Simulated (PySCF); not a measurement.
# Static response to an electric field

Species: C4H4F2O.
Atom-mapped SMILES: `[F:1][CH:2]([F:3])[O:4][C:5]1=[CH:6][CH2:7]1` (hydrogens: H8 on C2; H9 on C6; H10, H11 on C7)

Structure used (GFN2-xTB), in Å, numbered top down from 1:
```xyz
11
C4H4F2O angstrom
F      2.5729   -0.9387   -0.9745
C      1.7296   -0.1872   -0.2525
F      2.4429    0.8861    0.1585
O      0.6952    0.2018   -1.0426
C     -0.5205    0.2203   -0.4693
C     -1.7884    0.4808   -0.5165
C     -1.2637   -0.1153    0.7789
H      1.4224   -0.7533    0.6473
H     -2.6421    0.8430   -1.0284
H     -1.1601    0.5164    1.6552
H     -1.4827   -1.1513    1.0180
```

Level: CAM-B3LYP/def2-SVPD (PySCF), static field, nuclei fixed, core orbitals frozen in the response. The polarisability tensor in these axes (au):

```
x   64.70 -3.42 -0.86
y   -3.42 42.79 -2.22
z   -0.86 -2.22 48.26
```

Problem. Give the principal values, the mean and the anisotropy Δα = √{½[(α1 − α2)² + (α2 − α3)² + (α1 − α3)²]}.

Solution. Principal values 41.47, 49.04 and 65.24 au; mean 51.92 au = 7.69 Å³ = 8.56 × 10⁻⁴⁰ C²·m²/J; Δα = 21.03 au (41 % of the mean).

Problem. What is the dipole moment, and where does it point?

Solution. (-2.03, -0.62, 1.21) D, 2.45 D in size, pointing from the negative to the positive side. Measured along this direction, the outermost atoms are F1 at the negative end and H11 at the positive end.

Problem. In a dilute gas of rigid molecules at 250 K, how does the orientational term μ²/3kT compare with the electronic polarisability?

Solution. In Gaussian units μ²/3kT = 57.78 Å³ against 7.69 Å³, a ratio of 7.51; the Debye molar polarisation (4π/3)N_A(α + μ²/3kT) is 165.2 cm³/mol, leaving out the vibrational part.

Problem. Directions of the eigenvectors, and the extent of the frame along each?

Solution. Largest value along (0.99, -0.15, -0.03), where the nuclei span 5.42 Å; middle along (-0.02, -0.33, 0.95), 2.62 Å; least along (0.15, 0.93, 0.32), 2.21 Å. The response follows the extents in order.

Problem. Sum over states: ᾱ = Σ f/ω², ω in Eh. What share falls to these 8 lowest TDDFT singlets (eV, f)? 6.62, 0.1267; 6.75, 0.0106; 7.26, 0.0209; 7.58, 0.0021; 7.80, 0.0085; 8.32, 0.0251; 8.43, 0.0046; 8.46, 0.0085.

Solution. They add up to 3.14 au, 6.1 % of the 51.92 au; the largest single term is 2.14 au, from the state at 6.62 eV. Terms in order: 2.14, 0.17, 0.29, 0.03, 0.10, 0.27, 0.05, 0.09 au. Higher excitations give the rest. The strengths listed sum to 0.207.

Problem. Find the Langevin capture rate constant for H3O+ (19.018 u) meeting this molecule (106.023 u), k = 2.342 × 10⁻⁹ cm³/s × √(α in Å³ / reduced mass in u).

Solution. The reduced mass is 16.13 u, so k = 1.62 × 10⁻⁹ cm³/s. The formula leaves out the permanent dipole, which adds to the capture rate.

Problem. Refractivity n − 1 of an ideal gas of it at 350 K and 1 atm, from the electronic α?

Solution. N = p/kT = 2.0968 × 10¹⁹ cm⁻³, so n − 1 = 2π × N × 7.69 × 10⁻²⁴ cm³ = 1014 × 10⁻⁶ at long wavelengths, for an ideal gas.

Isolated species at its GFN2-xTB geometry (one conformer only).
